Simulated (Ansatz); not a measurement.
AuF, closed-shell singlet (lowest of 2S+1 = 1, 3 at CCSD(T)/def2-TZVPP on PBE0 minima; our sources give no spin for the ground state, which may be another), most abundant isotopes (196.9666 and 18.9984 u). Constants from fifth-degree fits in 1/R to seven points on the lowest solution found; no spin–orbit coupling, no relativity up to Kr; ω_e x_e and α_e move by some per cent with the fit.

Correlated levels freeze the inner cores; with def2 sets outer-core shells near the valence are correlated too. CBS: X⁻³ extrapolation of the correlation energy, Hartree–Fock from the larger set.

The values were computed with Ansatz (a program for electronic structure) with Gaussian orbitals. Values without a source in brackets are computed. In def2 rows elements past Kr take small-core potentials, without spin–orbit coupling.

```
level                                r_e (Å)  ω_e (cm⁻¹)  ω_e x_e (cm⁻¹)  α_e (cm⁻¹)
-----------------------------------  -------  ----------  --------------  ----------
PBE/def2-TZVPP                        1.9444       526.1            3.04     0.00198
CCSD(T)/CBS(def2-TZVPP, def2-QZVPP)   1.9195       571.4            3.00     0.00187
```

Task: Derive the rotational constants, the centrifugal constant, the fundamental, the zero-point energy and the force constant.

Result: 
μ = 17.32712 u.
- PBE/def2-TZVPP: B_e = 16.8576/(μ r_e²) = 0.25734 cm⁻¹; B₀ = B_e − α_e/2 = 0.25635 cm⁻¹; D = 4B_e³/ω_e² = 2.46e-07 cm⁻¹; fundamental ω_e − 2ω_e x_e = 520 cm⁻¹; zero-point energy ω_e/2 − ω_e x_e/4 = 262 cm⁻¹; k = μ(2πcω_e)² = 283 N/m; the line J = 1 ← 0 at 2B₀ = 15.37 GHz
- CCSD(T)/CBS(def2-TZVPP, def2-QZVPP): B_e = 16.8576/(μ r_e²) = 0.26405 cm⁻¹; B₀ = B_e − α_e/2 = 0.26311 cm⁻¹; D = 4B_e³/ω_e² = 2.26e-07 cm⁻¹; fundamental ω_e − 2ω_e x_e = 565 cm⁻¹; zero-point energy ω_e/2 − ω_e x_e/4 = 285 cm⁻¹; k = μ(2πcω_e)² = 333 N/m; the line J = 1 ← 0 at 2B₀ = 15.78 GHz
